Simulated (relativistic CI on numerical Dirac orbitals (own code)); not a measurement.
Radial parameters of Pt¹⁴⁺

Method of calculation: Dirac-Coulomb-Breit CI, KLI orbitals optimised for each configuration, QED by a radiative potential, unscaled Slater integrals (own radial code, finite nucleus).

Slater integrals F^k, G^k are unscaled and averaged over j, outside the closed core [Kr] 4d10; ζ comes from projecting the Hamiltonian with its Breit term on Σ l·s of the shell.

- 4f¹⁴5s²5p²: F^2(5p,5p) = 110470, ζ(5p) = 106440 cm⁻¹; <r>(5p) = 0.9683, <r^2>(5p) = 1.046 (bohr units).
- 4f¹⁴5s5p³: F^2(5p,5p) = 110520, G^1(5s,5p) = 143410, ζ(5p) = 105930 cm⁻¹; <r>(5s) = 0.8838, <r^2>(5s) = 0.8697, <r>(5p) = 0.9676, <r^2>(5p) = 1.045 (bohr units).
- 4f¹³5s²5p³: ζ(4f) = 7741.5, F^2(5p,5p) = 111350, F^2(4f,5p) = 82745, G^2(4f,5p) = 30177, G^4(4f,5p) = 26453, ζ(5p) = 109140 cm⁻¹; <r>(4f) = 0.4888, <r^2>(4f) = 0.284, <r>(5p) = 0.9601, <r^2>(5p) = 1.029 (bohr units).

In this model ζ of a weakly bound d, f or g electron outside closed shells comes out too small, for d by up to a factor of two or three and at times with the wrong sign; that of an outer p electron is too small as well.

Averages of the first 10 configurations, taken without configuration mixing, which lowers the lowest level and can move excited configurations by several eV; other configurations of the list can lie among them:

```csv
Configuration,Parity,States,Average energy above the lowest level (eV)
4f¹⁴5s²5p²,even,15,27.1
4f¹⁴5s5p³,odd,40,79.8
4f¹³5s²5p³,even,280,69.2
4f¹⁴5s²5p5d,odd,60,97.9
4f¹⁴5s5p²5d,even,300,148.7
4f¹⁴5s²5p5f,even,84,167.1
4f¹³5s²5p²5d,odd,2100,140.5
4f¹⁴5s²5p5g,odd,108,215.0
4f¹⁴5s5p²5f,odd,420,218.4
4f¹⁴5s²5p6s,odd,12,146.0
```
